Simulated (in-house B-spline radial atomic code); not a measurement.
A fraction x of an electron is removed from 3p in S III (S2+), starting from [Ne] 3s2 3p2 and keeping the highest spin. Computed with an all-electron radial atomic-structure program (B-spline basis): non-relativistic PW91, spin-polarised, spherical fractional occupations, point nucleus.

| x | E(x) - E(0) (eV) | 3p up level (eV) |
| --- | --- | --- |
| 0 | 0.0000 | -29.073 |
| 0.07 | 2.0636 | -29.888 |
| 0.13 | 3.8779 | -30.589 |
| 0.35 | 10.8926 | -33.188 |
| 0.42 | 13.2450 | -34.023 |
| 0.5 | 16.0051 | -34.982 |
| 0.54 | 17.4140 | -35.463 |
| 0.75 | 25.1278 | -38.008 |
| 0.77 | 25.8904 | -38.252 |
| 0.92 | 31.7658 | -40.089 |
| 1 | 35.0123 | -41.074 |

The exact functional would give a straight line between the two integer points. Deviations E(x) - E(0) - x[E(1) - E(0)], in eV: -0.387 at x = 0.07, -0.674 at x = 0.13, -1.362 at x = 0.35, -1.46 at x = 0.42, -1.501 at x = 0.5, -1.493 at x = 0.54, -1.131 at x = 0.75, -1.069 at x = 0.77, -0.446 at x = 0.92.

The curve lies below the straight line by up to 1.501 eV (at x = 0.5): convex, the delocalisation error that favours fractional charges.

Q: How well does Slater's transition state (minus the level at half occupation) give the ionisation energy?

A: It gives 34.982 eV against 35.012 eV from the two total energies; NIST lists 34.86 eV, ground level to ground level.
